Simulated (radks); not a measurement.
Valence configurations of neutral caesium (all share [Xe]). Method: scalar-relativistic Kohn-Sham, LDA (Slater exchange, Perdew-Wang correlation), spin-unpolarised, spherical densities, finite nucleus; Fermi nuclear charge, rms radius 4.8041 fm; computed with a radial shooting solver on a logarithmic mesh with Libxc functionals. Energies are relative to 6s1; eigenvalues in eV.

valence      E (eV)   e(4f)   e(5d)   e(6p)   e(6s)
6s1           0.000       -       -       -  -2.225
6p1           1.473       -       -  -1.323       -
4f0.5 6s0.5   1.360  -0.285       -       -  -3.453
4f1           3.084  -0.439       -       -       -
5d0.5 6s0.5   0.867       -  -0.537       -  -2.259
5d1           1.721       -  -0.621       -       -

NIST lists [Xe] 6s1 as the ground configuration; this level of theory agrees among the configurations tried. The energies are those of spherical spin-averaged densities, not of single terms.
